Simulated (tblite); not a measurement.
Start geometry of `CC#C[Si@@H]1C[Si@H](F)CS1` from a force field or distance geometry (Å):
```
atom  x, y, z in Å
C1     4.1733   -0.8392   -0.2518
C2     2.7985   -0.3008   -0.3413
C3     1.6942    0.1237   -0.4008
Si4   -0.0553    0.7966   -0.5281
C5    -0.9649    0.7219    1.1021
Si6   -2.7062    0.5190    0.4653
F7    -3.6098   -0.0203    1.6683
C8    -2.6869   -0.7200   -0.9063
S9    -1.1681   -0.4618   -1.8846
H10    4.2913   -1.6783   -0.9344
H11    4.3826   -1.1898    0.7596
H12    4.8944   -0.0704   -0.5094
H13   -0.0802    2.1710   -1.0507
H14   -0.8297    1.6282    1.6907
H15   -0.6640   -0.1310    1.6965
H16   -3.2398    1.8316    0.0282
H17   -3.5648   -0.6236   -1.5588
H18   -2.6732   -1.7505   -0.5160
```

Task: What comes out of this run: GFN2-xTB geometry optimisation, gas phase (tblite 0.8.0)?

Result: 
```
atom  x, y, z in Å
C1     3.636   -1.239   -0.139
C2     2.481   -0.391   -0.310
C3     1.524    0.333   -0.443
Si4    0.003    1.340   -0.709
C5    -1.044    1.356    0.890
Si6   -2.494    0.153    0.697
F7    -2.415   -0.983    1.848
C8    -2.181   -0.729   -0.957
S9    -1.290    0.358   -2.133
H10    3.579   -2.085   -0.823
H11    3.677   -1.613    0.884
H12    4.545   -0.676   -0.348
H13    0.293    2.656   -1.264
H14   -1.401    2.366    1.079
H15   -0.426    1.082    1.742
H16   -3.826    0.725    0.805
H17   -3.095   -1.023   -1.469
H18   -1.574   -1.624   -0.824
```

The energy falls by 6.0 kcal/mol over 148 L-BFGS steps, the largest force on an atom goes from 3.41 to 0.007 eV/Å, and the atoms move by 0.882 Å rms after alignment. The bond that changes most is Si6–C8 (fluorine-bound silicon to sp3 carbon bound to sulfur), which lengthens by 0.053 Å. Bonds longer at the end by more than 0.005 Å: 7 of 18; shorter: 6. Among the angles that change most is Si4–C5–Si6, from 99.3° to 109.2°. Among the dihedrals that turn most is C3–Si4–C5–H15, from -33° to 20°. Rotational constants go from 1956, 493.4, 432.2 to 1297, 613.0, 520.3 MHz. The orientation of the end geometry is arbitrary; only internal coordinates are fixed.

The run took 1.6 s on an Arm Neoverse V1 with one thread, no GPU, on a shared host.

GFN2-xTB frequencies show an imaginary mode (25i cm⁻¹), so the point is no minimum at that level. 2 starts were optimised and ended at 0.00 and 0.02 kcal/mol (GFN2-xTB); the lowest of these is shown.

All values are computed, not measured.
